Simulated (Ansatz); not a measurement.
Calculated with Ansatz (gas phase, PBE0-D4/def2-TZVP geometries, no zero-point term in ΔE). CBS: MP2 limit from def2 TZ/QZ plus the TZ coupled-cluster correction, frozen cores. Functionals use def2-TZVPP. Each species was taken in one conformer, which may not be the lowest.

Consider the formal exchange of groups at the Si–O bond: `CCB(O)O[SiH3]` + `O[SiH2]N[SiH3]` → `O[SiH]([SiH3])N[SiH3]` + `CCB(O)O`.

CCSD(T)/CBS gives +95.8 kJ/mol.

Problem. Another level gave +100.1 kJ/mol. Which?
A. CCSD/def2-TZVPP
B. PBE0/def2-TZVPP
C. PBE/def2-TZVPP
D. r2SCAN/def2-TZVPP

Solution. A. CCSD/def2-TZVPP 100.1, PBE 68.7, PBE0 77.4, r2SCAN 87.9 kJ/mol.

Largest T1 diagnostic among the species: 0.012.

The D4 term adds −4.2 kJ/mol with B3LYP and −2.3 kJ/mol with PBE0; it sums over pairs of atoms, weighted by their polarisabilities, and B3LYP, whose exchange is more repulsive, gets the larger term. From PBE to PBE0 (25 % exact exchange), in def2-TZVPP and without D4, ΔE moves by +8.8 kJ/mol.

B3LYP here is the variant with VWN-RPA as its local correlation; programs differ in this.
